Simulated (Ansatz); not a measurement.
C2H4AlNS, SMILES `[NH2][Al]1[CH]=[C]1S`. Total charge 0; spin multiplicity 1.

```xyz
9

N    -0.818    1.556   -1.562
Al   -0.013    0.622   -0.314
C     1.146    0.178    1.043
C     0.318   -0.878    0.740
S     0.298   -2.443    1.480
H    -1.569    1.216   -2.138
H    -0.591    2.507   -1.801
H     1.928    0.213    1.798
H    -0.699   -2.973    0.755
```

(1) What are the harmonic wavenumbers in cm⁻¹ at PBE0-D4/def2-TZVP (Ansatz, finite differences of forces, unscaled)? (Best estimate.)

(2) Is this a minimum?

(3) Give the ideal-gas thermochemistry at 298.15 K and 1 bar (rigid rotor, harmonic oscillator; point group Cs, symmetry number 1).

(4) And at 400, 500, 600, 800 and 1000 K?

## Answers

(1) Ansatz gave: 132, 162, 256, 259, 277, 329, 385, 419, 657, 673, 859, 877, 929, 1001, 1122, 1434, 1562, 2708, 3148, 3619, 3709.

(2) Yes, all 21 modes are real.

(3) Zero-point energy 146.7 kJ/mol; H(298) − E = 167.6 kJ/mol; entropy 342.0 J/(mol·K), of which translation 166.4, rotation 113.5, vibration 62.1; G(298) − E = 65.6 kJ/mol.

(4) 
```tsv
T (K)	H − E (kJ/mol)	S (J/mol/K)	G − E (kJ/mol)
400	179.4	375.9	29.0
500	192.4	404.9	-10.1
600	206.5	430.6	-51.9
800	236.9	474.3	-142.5
1000	269.7	510.8	-241.1
```
